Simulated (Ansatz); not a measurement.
Geometry optimisation, RKS PBE0-D4/def2-SVP in Ansatz.

input.yaml

```yaml
crystal:
  periodic: [false, false, false]
  atoms:
    - { symbol: Hf, position_ang: [-0.3133, -0.3342, 0.8305] }
    - { symbol: O, position_ang: [1.0719, -0.4126, -1.3843] }
    - { symbol: O, position_ang: [-1.18, 0.2404, -0.6122] }
    - { symbol: H, position_ang: [-0.1371, -0.0021, -1.3127] }
    - { symbol: Cl, position_ang: [0.7147, 1.4673, 1.7318] }
    - { symbol: Cl, position_ang: [-1.734, -1.3506, 2.2817] }
    - { symbol: H, position_ang: [1.5778, 0.3918, -1.5347] }
basis:
  gaussian: { orbitals: def2-SVP }
hamiltonian:
  xc: pbe0
  dispersion: d4
relax:
  f_tol: 0.15
  max_steps: 25
  restrain:
    - { distance: [3, 1], at: 2.27, k: 30.0 }
    - { distance: [0, 1], at: 2.41, k: 30.0 }
    - { distance: [3, 2], at: 0.97, k: 30.0 }
output:
  orbitals: {}
```

Command:

```bash
$ ansatz run input.yaml --threads 2 --pin off --max-ram 3072MiB --backend cpu --events-out ev --progress --plain --runs-dir out
```

**Question.** Where does it end, and by what steps?

**Answer.** The run converged. The restraints hold the end off the free minimum. After 16 steps the energy has fallen by 1.776 eV (the restraints' own energy left out); H7 moved furthest, 1.25 Å. Joined: O3–H4.

| step | energy less start (eV) | largest force component (eV/Å) | accepted |
| --- | --- | --- | --- |
| 0 | 0.0000 | 2.634 | yes |
| 1 | -0.0126 | 2.909 | yes |
| 2 | -0.2367 | 2.646 | yes |
| 3 | -0.8693 | 2.516 | yes |
| 4 | -1.3874 | 2.529 | yes |
| 5 | -1.5676 | 2.824 | yes |
| 6 | -1.6648 | 3.015 | yes |
| 7 | -1.6775 | 3.080 | yes |
| 8 | -1.6564 | 3.272 | no |
| 9 | -1.7036 | 3.138 | yes |
| 10 | -1.7244 | 3.171 | yes |
| 11 | -1.7458 | 3.229 | yes |
| 12 | -1.7525 | 3.247 | yes |
| 13 | -1.5954 | 3.908 | no |
| 14 | -1.7699 | 3.315 | yes |
| 15 | -1.7647 | 3.406 | yes |
| 16 | -1.7758 | 3.348 | yes |

```xyz
7
Properties=species:S:1:pos:R:3
Hf -0.196 0.049 0.625
O 1.094 -0.430 -1.185
O -1.475 0.554 -0.696
H -1.006 0.397 -1.537
Cl 0.506 1.869 1.936
Cl -0.941 -1.759 1.927
H 2.018 -0.680 -1.070
```

Run time: 52 s on 2 threads of Arm Neoverse V2 (shared host), peak memory 0.24 GiB.
